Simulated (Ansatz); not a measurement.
`[F][SnH]([F])[SiH3]` → H• + `[F][Sn]([F])[SiH3]`• at 500 K and 1 bar (homolysis of the H–Sn bond).

Isolated molecules relaxed with PBE0-D4/def2-TZVP in Ansatz; ΔE leaves out vibrations. CCSD(T)/CBS is the MP2 limit (def2-TZVPP, def2-QZVPP) plus CCSD(T) − MP2 in def2-TZVPP, frozen cores. This one scheme is used for every species, atoms too. Open shells (•) are unrestricted, without spin–orbit coupling. def2 core potentials past Kr. Bonds to Sn are less sure, by a few kJ/mol each and by 10 to 20 or more in all where they break to atoms, as the def2 sets lack core-valence functions.

```
              species  CCSD(T)/CBS energy (Eh)  H − E (kJ/mol)  S (J/(mol·K))
`[F][SnH]([F])[SiH3]`               -705.15468           139.2          429.1
                   H•                 -0.50000            10.4          125.5
`[F][Sn]([F])[SiH3]`•               -704.53478           116.4          432.9
```

H − E and S are ideal-gas, rigid-rotor, harmonic terms from PBE0-D4/def2-TZVP, with the whole ground term of open shells counted as degenerate. 1 Eh = 2625.50 kJ/mol, R = 8.31446 J/(mol·K).

Question: By hand: ΔE, ΔH, ΔS and ΔG.

Answer: ΔE = (-0.50000) + (-704.53478) − (-705.15468) = 0.11990 Eh = 314.8 kJ/mol. Δ(H − E) = 10.4 + 116.4 − 139.2 = -12.4, so ΔH = 302.4 kJ/mol. ΔS = 125.5 + 432.9 − 429.1 = 129.3 J/(mol·K). ΔG = 302.4 − 500 × (129.3)/1000 = 237.7 kJ/mol.

Question: By hand: the equilibrium constant, and the temperature at which ΔG would vanish if ΔH and ΔS stayed fixed.

Answer: log₁₀ K = −ΔG/(RT ln 10) = -24.8. ΔG = 0 at ΔH/ΔS = 2339 K.

The number of gas molecules changes by +1, which sets the sign of ΔS. A doubt of 5 kJ/mol in ΔE shifts log₁₀ K by 0.5 here. Modes under 60 cm⁻¹, often nearly free rotors, make the harmonic entropy too high. These are equilibria of isolated gas molecules and say nothing of rates. Largest T1 diagnostic: 0.018 (customary marks: 0.02 for closed shells, 0.045 for open ones).
